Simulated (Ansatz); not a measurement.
`FC[SiH2][SiH3]` + CH₃OH → `C[SiH]([SiH3])CF` + H₂O  (formal exchange of groups at the Si–H bond)

Calculated with Ansatz (gas phase, PBE0-D4/def2-TZVP geometries, no zero-point term in ΔE). CBS: MP2 limit from def2 TZ/QZ plus the TZ coupled-cluster correction, frozen cores. This one scheme is used for every species. Functionals use def2-TZVPP. B3LYP here is the variant with VWN-RPA as its local correlation; programs differ in this. Each species was taken in one conformer, which may not be the lowest.

| level | ΔE (kJ/mol) | difference from CCSD(T)/CBS |
| --- | --- | --- |
| PBE-D4 | -97.4 | 6.4 |
| PBE0-D4 | -99.1 | 4.7 |
| B3LYP-D4 | -94.2 | 9.6 |
| ωB97X-V | -93.2 | 10.6 |
| PBE | -92.3 | 11.5 |
| PBE0 | -94.5 | 9.3 |
| B3LYP | -86.3 | 17.5 |
| HF/def2-TZVPP | -78.4 | 25.4 |
| SCS-MP2/def2-TZVPP | -97.5 | 6.3 |
| CCSD/def2-TZVPP | -96.6 | 7.2 |
| CCSD(T)/def2-TZVPP | -98.8 | 5.0 |
| HF/def2-QZVPP | -78.6 | 25.2 |
| MP2/def2-QZVPP | -110.3 | -6.5 |
| SCS-MP2/def2-QZVPP | -100.5 | 3.3 |
| HF/CBS(def2) | -78.6 | 25.2 |
| MP2/CBS(def2) | -112.4 | -8.6 |
| CCSD(T)/CBS | -103.8 | 0 |

Largest T1 diagnostic among the species: 0.012.

In def2-TZVPP, CCSD(T) changes the Hartree–Fock value by −20.4 kJ/mol (the triples alone add −2.2 kJ/mol) and MP2 by −29.0 kJ/mol. The D4 term adds −8.0 kJ/mol with B3LYP and −4.7 kJ/mol with PBE0; it sums over pairs of atoms, weighted by their polarisabilities, and B3LYP, whose exchange is more repulsive, gets the larger term.
